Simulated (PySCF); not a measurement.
Species: B2F2H5P.
Numbering: `[F:1][B:2]([F:3])[BH2-:4][PH3+:5]` (hydrogens: H6, H7 on B4; H8, H9, H10 on P5)

Theory: PySCF, TDDFT CAM-B3LYP/def2-SVPD, vertical, gas phase, core orbitals frozen in the response. The structure is a single PBE0-D3(BJ)/def2-SVP conformer in the gas phase; no vibrational or solvent corrections. Torsions of this conformer, `[F:1][B:2]([F:3])[BH2-:4][PH3+:5]`: F1–B2–B4–P5 -179°.

| state | λ (nm) | E (eV) | f | main configurations (H = HOMO, L = LUMO) |
| --- | --- | --- | --- | --- |
| S1 | 173.6 | 7.14 | 0.022 | H→L+1 (60%), H→L+4 (34%) |
| S2 | 167.8 | 7.39 | 0.0096 | H→L (93%) |
| S3 | 161.0 | 7.70 | 0.0061 | H→L+4 (57%), H→L+1 (36%) |
| S4 | 158.1 | 7.84 | 0.039 | H→L+2 (47%), H→L+3 (34%) |
| S5 | 155.1 | 7.99 | 0.053 | H→L+3 (51%), H→L+2 (38%) |
| S6 | 153.0 | 8.10 | 0.0081 | H-1→L (93%) |
| S7 | 151.2 | 8.20 | 0.012 | H-1→L+1 (65%), H-2→L (22%) |
| S8 | 149.8 | 8.28 | 0.012 | H-2→L+1 (87%) |
| S9 | 148.8 | 8.33 | 0.038 | H-2→L (47%), H-2→L+2 (14%), H-2→L+3 (10%) |
| S10 | 147.5 | 8.41 | 0.0095 | H-1→L+2 (50%), H-1→L+3 (26%) |

Triplets, Tamm–Dancoff:

| state | E (eV) | λ (nm) | main configurations (H = HOMO, L = LUMO) |
| --- | --- | --- | --- |
| T1 | 6.04 | 205.1 | H→L+4 (55%), H→L+1 (36%) |
| T2 | 7.20 | 172.2 | H→L (62%), H→L+2 (13%), H→L+3 (11%) |
| T3 | 7.33 | 169.2 | H→L+2 (46%), H→L (30%), H→L+3 (16%) |
| T4 | 7.49 | 165.5 | H→L+1 (53%), H→L+4 (38%) |

The lowest singlet lies at 7.14 eV (174 nm, vacuum ultraviolet) and is weak; its leading configuration is HOMO→LUMO+1 (60%). The most intense listed level is S5 at 7.99 eV (155 nm, f = 0.053), 0.85 eV above S1. Löwdin shares by element: HOMO boron 59%, fluorine 19% (atoms not listed hold the other 22%); LUMO hydrogen 27% or more, phosphorus 27%, boron 17% or more (atoms not listed hold the other 29%). Of the 10 states listed, 6 reach f = 0.01 and none stays under 0.0005. The listed states span 1.26 eV, and the widest gap between neighbours is 0.31 eV (S2 to S3). Weighted by f, the mean energy of these states is 7.95 eV. The vertical ionisation energy (ΔSCF) is 10.59 eV, 2.19 eV above S10. Singlets were solved by full linear response, triplets in the Tamm–Dancoff approximation.

Time: 63 s. Hardware: one thread of an Arm Neoverse V1, on a shared host.
